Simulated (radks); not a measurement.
Results of a calculation; reference values are marked as such.
Initial-state core-level shifts of the cerium ion Ce+ when its valence configuration changes from [Xe] 4f1 5d2. Code: a radial shooting solver on a logarithmic mesh with Libxc functionals. Model: Dirac Kohn-Sham, PBE, spin-unpolarised, spherical densities, finite nucleus; open shells fill j = l - 1/2 first; Fermi nuclear charge, rms radius 4.8771 fm. Shifts are changes of the shell-averaged eigenvalues in eV (positive: less bound); the change of the density at the nucleus, which sets a Mossbauer isomer shift, is in e/bohr^3, on a base of 3.829e+05.

valence               1s       2p       3p      5s  density at nucleus
4f3               +8.417   +9.139  +10.803  +4.317              -28.43
5d3               -7.104   -7.732   -9.154  -3.245              +24.55
4f0.5 5d2 6p0.5   -4.994   -5.337   -6.002  -3.162              +13.46
5d2 6p1          -10.416  -11.148  -12.555  -6.447              +28.68
4f0.5 5d2.5       -3.422   -3.719   -4.392  -1.615              +11.68
4f1.5 5d1.5       +3.082   +3.340   +3.924  +1.554              -10.24
4f1 5d1 6p1       -3.084   -3.175   -3.148  -3.058               +3.61
4f0.5 5d2 6s0.5   -4.513   -4.859   -5.520  -2.685              +24.16
4f1 5d1 6s1       -2.115   -2.211   -2.180  -2.100              +24.78
